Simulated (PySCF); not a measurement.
C2H7ClOSi, SMILES OCC[SiH2]Cl.

Geometry: B3LYP-D3(BJ)/def2-SVP. The values are those of a single conformer.

Calculation: SMD-PBE0/def2-SVP run with PySCF.

Solvation free energies are E(SMD) − E(gas) at the gas-phase geometry, for 1 M in both phases. In vacuum the dipole moment is 2.55 D.

Question: Rank water, acetonitrile, chlorobenzene by solvation free energy, most negative first.

Answer: acetonitrile (-6.1 kcal/mol), chlorobenzene (-5.4 kcal/mol), water (-4.4 kcal/mol)
